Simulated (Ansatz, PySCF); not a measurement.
Pair of molecules: H2O (SMILES O) (first 3 atoms) with SiH4 (SMILES [SiH4]); geometry from B3LYP-D3(BJ)/def2-TZVP.
(charge 0, multiplicity 1):
```xyz
8

O      0.465     0.312     0.348
H      0.073    -0.470    -0.056
H     -0.118     1.042     0.110
Si    -0.201    -0.107     3.380
H     -0.590    -1.321     2.629
H     -0.564    -0.311     4.805
H     -0.956     1.064     2.879
H      1.253     0.127     3.286
```

Basis-set superposition error: the interaction energy with monomers in their own basis, and in the dimer's basis (counterpoise).

Codes used: Ansatz (an electronic-structure program) with Gaussian orbitals; PySCF for 6-31G* rows. Values without a source in brackets are computed.

| level | uncorrected (meV) | counterpoise (meV) | difference |
|---|---|---|---|
| HF/aug-cc-pV(T+d)Z | -5.7 | -0.8 | 4.8 |
| PBE/def2-TZVPPD | -44.3 | -42.7 | 1.5 |
| BLYP/def2-TZVPPD | 8.1 | 10.0 | 1.9 |
| r2SCAN/def2-TZVPPD | -70.1 | -68.6 | 1.5 |
| B3LYP/6-31G* | -129.8 | -15.6 | 114.2 |
| B3LYP/def2-TZVPPD | -15.3 | -13.6 | 1.7 |
| CAM-B3LYP/def2-TZVPPD | -43.6 | -41.7 | 1.8 |
| wB97M-V/def2-TZVPPD | -79.5 | -77.6 | 1.9 |
| MP2/aug-cc-pV(D+d)Z | -83.2 | -50.8 | 32.3 |
| MP2/aug-cc-pV(T+d)Z | -77.4 | -61.8 | 15.6 |

The error is largest for B3LYP/6-31G* (114.2 meV) and smallest for r2SCAN/def2-TZVPPD (1.5 meV).
